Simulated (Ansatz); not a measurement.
```xyz
2

Li    0.0000    0.0000    0.0000
F     0.0000    0.0000    2.3400
```

Basis set: pcseg-2 (spherical functions). Charge 0, multiplicity 1.

Computed with Ansatz (development build ahead of 0.2.0); each method stands on the lowest determinant of its kind that the runs found.

The atomization energy at this shape (free ground-state atoms in the same class of orbitals less the molecule, no zero-point energy) of singlet LiF:

| method | atomization energy |
| --- | --- |
| RHF | 2.28 eV |
| UHF | 2.15 eV |

(1) What does PBE (unrestricted) give?

## Answers

(1) 4.44 eV. Caution: the shape is not the minimum.
